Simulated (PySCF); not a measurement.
## Fractional electron number in W²⁺ (tungsten, charge +2)

The 5d alpha orbital of [Xe] 4f14 5d4 is emptied in steps (occupation f), with all orbitals relaxed, ending at [Xe] 4f14 5d3. Computed with PySCF 2.14 in def2-SVP with the def2 core potential (60 electrons), with scalar relativity through the core potential. The exact energy is a straight line in f; departures are measured from the line between the end points of the same method.

Question: Among BHandHLYP, wB97X, r2SCAN0, which shows the largest delocalisation error (convex curve), and which is closest to linear?

Answer: Most convex: r2SCAN0 (-0.904 eV at f = 0.4); closest to linear: wB97X (-0.337 eV).

```
  f  BHandHLYP (eV)  wB97X (eV)  r2SCAN0 (eV)
  1           0.000       0.000         0.000
0.8          -0.401      -0.227        -0.602
0.6          -0.605      -0.340        -0.904
0.4          -0.609      -0.337        -0.904
0.2          -0.408      -0.221        -0.603
  0           0.000       0.000         0.000
```

| method | E(f=0) − E(f=1) (eV) | −ε at f=1 (eV) | −ε at f=0.4 (eV) |
| --- | --- | --- | --- |
| BHandHLYP | 25.603 | 23.114 | 26.093 |
| wB97X | 25.519 | 24.104 | 25.821 |
| r2SCAN0 | 25.856 | 22.095 | 26.605 |

Reference removal energy between the ground levels: 26 ± 0.4 eV (semi-empirical (NIST evaluation); NIST Atomic Spectra Database, ionization energies). The calculation has no spin-orbit coupling. The determinant left behind need not be the lowest term of the ion.
